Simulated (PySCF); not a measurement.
CH3BClF, SMILES CB(F)Cl. The structure is a stationary point at B3LYP-D3(BJ)/def2-SVP.

Computed equilibrium geometry at B3LYP-D3(BJ)/def2-SVP (PySCF confirms it by a frequency run) as Cartesian coordinates in Å:
```xyz
7

B      0.1486     0.2218    -0.3220
F      1.4391     0.4082    -0.5494
Cl    -0.2676    -0.7011     1.1300
C     -0.9286     0.7571    -1.3152
H     -1.9033     0.9343    -0.8397
H     -1.0828    -0.0116    -2.0958
H     -0.5889     1.6701    -1.8287
```
